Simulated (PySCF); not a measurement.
C5H6N (SMILES c1cc[nH+]cc1), charge +1, singlet, at a GFN2-xTB geometry, with bond 9-3 at 3.0 times its length; PBE0/STO-3G (PySCF).

Input for PySCF:
```python
from pyscf import gto, scf, dft

mol = gto.M(
    atom='''
C     1.415049   -0.016651    0.025400
C     0.727510    1.192714    0.019921
C    -0.652788    1.179944   -0.005021
N    -1.308963    0.015402   -0.023495
C    -0.680123   -1.164260   -0.018905
C     0.699499   -1.209505    0.005694
H     2.494384   -0.029351    0.044773
H     1.256347    2.132614    0.034818
H    -2.404271    3.906542   -0.021001
H    -2.327549    0.027388   -0.041779
H    -1.284983   -2.059139   -0.034914
H     1.206275   -2.161591    0.009385
''',
    basis='sto-3g',
    charge=1,
    spin=0,
    verbose=4,
)

mf = dft.RKS(mol)
mf.xc = 'pbe0'
mf.kernel()
mo_i, mo_e, stable_i, stable_e = mf.stability(internal=True, external=True, return_status=True, nroots=6, tol=1e-6)
print('internally stable:', stable_i, ' externally stable:', stable_e)
if not stable_e:
    umf = mf.to_uhf() if not hasattr(mf, 'xc') else mf.to_uks()
    umf.scf_summary = {}
    umf.kernel(umf.make_rdm1(mo_e, umf.mo_occ))
mf.analyze()
```

Question: Write the output that PySCF gives for this input, abridged.

Answer: 
```
PySCF version 2.14.0

[INPUT] verbose = 4
[INPUT] num. atoms = 12
[INPUT] num. electrons = 42
[INPUT] charge = 1
[INPUT] spin (= nelec alpha-beta = 2S) = 0
[INPUT] symmetry False subgroup None
[INPUT] Mole.unit = angstrom
[INPUT] Symbol           X                Y                Z      unit          X                Y                Z       unit  Magmom
[...]
nuclear repulsion = 212.426762742129
number of shells = 24
number of NR pGTOs = 108
number of NR cGTOs = 36
basis = sto-3g
ecp = {}

******** <class 'pyscf.dft.rks.RKS'> ********
method = RKS
initial guess = minao
damping factor = 0
level_shift factor = 0
DIIS = <class 'pyscf.scf.diis.CDIIS'>
diis_start_cycle = 1
diis_space = 8
diis_damp = 0
SCF conv_tol = 1e-09
SCF conv_tol_grad = None
SCF max_cycles = 50
direct_scf = True
direct_scf_tol = 1e-13
XC library pyscf.dft.libxc version 7.1.2
    S. Lehtola, C. Steigemann, M. J. T. Oliveira, and M. A. L. Marques,  SoftwareX 7, 1–5 (2018)
XC functionals = pbe0
    C. Adamo and V. Barone,  J. Chem. Phys. 110, 6158 (1999)
    M. Ernzerhof and G. E. Scuseria,  J. Chem. Phys. 110, 5029 (1999)
radial grids:
    Treutler-Ahlrichs [JCP 102, 346 (1995); DOI:10.1063/1.469408] (M4) radial grids

becke partition: Becke, JCP 88, 2547 (1988); DOI:10.1063/1.454033
pruning grids: <function nwchem_prune>
grids dens level: 3
symmetrized grids: False
atomic radii adjust function: <function treutler_atomic_radii_adjust>
small_rho_cutoff = 0
Set gradient conv threshold to 3.16228e-05
Initial guess from minao.
tot grids = 143344
init E= -246.562819924469
cycle= 1 E= -244.91062994309  delta_E= 1.65  |g|= 0.352  |ddm|= 4.88
cycle= 2 E= -244.209937016722  delta_E= 0.701  |g|= 0.863  |ddm|= 3.06
cycle= 3 E= -245.024193734691  delta_E= -0.814  |g|= 0.157  |ddm|= 2.46
cycle= 4 E= -245.018673498015  delta_E= 0.00552  |g|= 0.159  |ddm|= 0.407
cycle= 5 E= -244.993227356118  delta_E= 0.0254  |g|= 0.248  |ddm|= 0.256
cycle= 6 E= -244.99670253914  delta_E= -0.00348  |g|= 0.234  |ddm|= 0.0576
cycle= 7 E= -245.019249018272  delta_E= -0.0225  |g|= 0.153  |ddm|= 0.211
cycle= 8 E= -245.010793445256  delta_E= 0.00846  |g|= 0.191  |ddm|= 0.0965
cycle= 9 E= -245.01564467754  delta_E= -0.00485  |g|= 0.171  |ddm|= 0.0498
cycle= 10 E= -245.000847421633  delta_E= 0.0148  |g|= 0.224  |ddm|= 0.137
cycle= 11 E= -245.004170053007  delta_E= -0.00332  |g|= 0.214  |ddm|= 0.0278
cycle= 12 E= -245.00268046314  delta_E= 0.00149  |g|= 0.218  |ddm|= 0.0131
cycle= 13 E= -245.00599660612  delta_E= -0.00332  |g|= 0.208  |ddm|= 0.0287
cycle= 14 E= -245.007059458204  delta_E= -0.00106  |g|= 0.204  |ddm|= 0.00945
cycle= 15 E= -245.001172135173  delta_E= 0.00589  |g|= 0.223  |ddm|= 0.0499
cycle= 16 E= -245.004726614137  delta_E= -0.00355  |g|= 0.213  |ddm|= 0.0317
cycle= 17 E= -244.988691762188  delta_E= 0.016  |g|= 0.257  |ddm|= 0.125
cycle= 18 E= -244.978991030071  delta_E= 0.0097  |g|= 0.276  |ddm|= 0.0702
cycle= 19 E= -245.014635047563  delta_E= -0.0356  |g|= 0.174  |ddm|= 0.282
cycle= 20 E= -245.019499763816  delta_E= -0.00486  |g|= 0.151  |ddm|= 0.0546
cycle= 21 E= -245.015368288629  delta_E= 0.00413  |g|= 0.171  |ddm|= 0.0472
cycle= 22 E= -245.030697971218  delta_E= -0.0153  |g|= 0.0666  |ddm|= 0.236
cycle= 23 E= -245.031307453081  delta_E= -0.000609  |g|= 0.0555  |ddm|= 0.0274
cycle= 24 E= -245.032907254736  delta_E= -0.0016  |g|= 0.012  |ddm|= 0.0835
cycle= 25 E= -245.032984584646  delta_E= -7.73e-05  |g|= 0.000383  |ddm|= 0.0221
cycle= 26 E= -245.032984609403  delta_E= -2.48e-08  |g|= 0.000287  |ddm|= 0.00123
cycle= 27 E= -245.032984636819  delta_E= -2.74e-08  |g|= 0.000198  |ddm|= 0.000249
cycle= 28 E= -245.032984656932  delta_E= -2.01e-08  |g|= 3.73e-05  |ddm|= 0.000414
cycle= 29 E= -245.032984657201  delta_E= -2.68e-10  |g|= 2.34e-05  |ddm|= 3.48e-05
Extra cycle  E= -245.032984624758  delta_E= 3.24e-08  |g|= 0.000251  |ddm|= 0.000502
SCF not converged.
SCF energy = -245.032984624758
[...]
<class 'pyscf.dft.rks.RKS'> wavefunction is stable in the internal stability analysis
<class 'pyscf.dft.rks.RKS'> wavefunction is stable in the real -> complex stability analysis
<class 'pyscf.dft.rks.RKS'> wavefunction has an RHF/RKS -> UHF/UKS instability
internally stable: True  externally stable: False
[...]
XC functionals = pbe0
    C. Adamo and V. Barone,  J. Chem. Phys. 110, 6158 (1999)
    M. Ernzerhof and G. E. Scuseria,  J. Chem. Phys. 110, 5029 (1999)
radial grids:
    Treutler-Ahlrichs [JCP 102, 346 (1995); DOI:10.1063/1.469408] (M4) radial grids

becke partition: Becke, JCP 88, 2547 (1988); DOI:10.1063/1.454033
pruning grids: <function nwchem_prune>
grids dens level: 3
symmetrized grids: False
atomic radii adjust function: <function treutler_atomic_radii_adjust>
small_rho_cutoff = 0
Set gradient conv threshold to 3.16228e-05
init E= -244.995241567826
cycle= 1 E= -244.309014394479  delta_E= 0.686  |g|= 0.509  |ddm|= 1.86
cycle= 2 E= -243.819291882385  delta_E= 0.49  |g|=  1.1  |ddm|= 2.71
cycle= 3 E= -244.744093757273  delta_E= -0.925  |g|= 0.364  |ddm|= 1.27
cycle= 4 E= -244.812916204672  delta_E= -0.0688  |g|= 0.234  |ddm|= 0.315
cycle= 5 E= -244.524042530279  delta_E= 0.289  |g|= 0.465  |ddm|= 2.11
cycle= 6 E= -244.491507952226  delta_E= 0.0325  |g|= 0.46  |ddm|= 0.0733
cycle= 7 E= -244.509295454786  delta_E= -0.0178  |g|= 0.466  |ddm|= 0.0433
cycle= 8 E= -244.587784676711  delta_E= -0.0785  |g|= 0.485  |ddm|= 0.177
cycle= 9 E= -244.543813240401  delta_E= 0.044  |g|= 0.479  |ddm|= 0.173
cycle= 10 E= -244.555651334549  delta_E= -0.0118  |g|= 0.478  |ddm|= 0.187
cycle= 11 E= -244.980028410999  delta_E= -0.424  |g|= 0.198  |ddm|= 1.72
cycle= 12 E= -245.004171622144  delta_E= -0.0241  |g|= 0.265  |ddm|= 1.15
cycle= 13 E= -245.098827488919  delta_E= -0.0947  |g|= 0.123  |ddm|= 0.506
cycle= 14 E= -245.097731957723  delta_E= 0.0011  |g|= 0.125  |ddm|= 0.0202
cycle= 15 E= -245.082148590206  delta_E= 0.0156  |g|= 0.154  |ddm|= 0.121
cycle= 16 E= -244.740622523525  delta_E= 0.342  |g|= 0.454  |ddm|= 1.01
cycle= 17 E= -245.059708366945  delta_E= -0.319  |g|= 0.188  |ddm|= 0.898
cycle= 18 E= -245.120875971862  delta_E= -0.0612  |g|= 0.0378  |ddm|= 0.614
cycle= 19 E= -245.12076312575  delta_E= 0.000113  |g|= 0.0265  |ddm|= 0.176
cycle= 20 E= -245.121880224509  delta_E= -0.00112  |g|= 0.00404  |ddm|= 0.0982
cycle= 21 E= -245.121935661413  delta_E= -5.54e-05  |g|= 0.00293  |ddm|= 0.0177
cycle= 22 E= -245.121960105066  delta_E= -2.44e-05  |g|= 0.00169  |ddm|= 0.0123
cycle= 23 E= -245.121971229259  delta_E= -1.11e-05  |g|= 0.000881  |ddm|= 0.0126
cycle= 24 E= -245.121972662575  delta_E= -1.43e-06  |g|= 0.000596  |ddm|= 0.00385
cycle= 25 E= -245.12197304947  delta_E= -3.87e-07  |g|= 0.00029  |ddm|= 0.00111
cycle= 26 E= -245.121973513365  delta_E= -4.64e-07  |g|= 5.11e-05  |ddm|= 0.00283
cycle= 27 E= -245.121973523282  delta_E= -9.92e-09  |g|= 2.9e-05  |ddm|= 0.000371
cycle= 28 E= -245.121973524376  delta_E= -1.09e-09  |g|= 1.22e-05  |ddm|= 0.000107
cycle= 29 E= -245.121973524562  delta_E= -1.86e-10  |g|= 4.87e-06  |ddm|= 3.7e-05
Extra cycle  E= -245.121973524581  delta_E= -1.95e-11  |g|= 5.64e-06  |ddm|= 1.65e-05
converged SCF energy = -245.121973524581  <S^2> = 0.99702574  2S+1 = 2.2334061
**** SCF Summaries ****
Total Energy =                        -245.032984624758086
Nuclear Repulsion Energy =             212.426762742128659
One-electron Energy =                 -742.194135720418785
Two-electron Energy =                  284.734388353532040
Two-electron Coulomb Energy =          320.185376790788837
DFT Exchange-Correlation Energy =      -35.450988437256783
**** MO energy ****
[...]
 ** Mulliken pop on meta-lowdin orthogonal AOs  **
 ** Mulliken pop  **
[...]
 ** Mulliken atomic charges  **
charge of    0C =      0.03591
charge of    1C =     -0.03975
charge of    2C =      0.06525
charge of    3N =      0.01116
charge of    4C =      0.06313
charge of    5C =     -0.02733
charge of    6H =      0.10675
charge of    7H =      0.10520
charge of    8H =      0.23201
charge of    9H =      0.22859
charge of   10H =      0.11187
charge of   11H =      0.10719

WARN: System has nonzero charge 1; the dipole moment is origin-dependent.
Location of origin: [0. 0. 0.]

Dipole moment(X, Y, Z, Debye): -3.88451,  2.84488, -0.05374
```

Convergence was not reached.
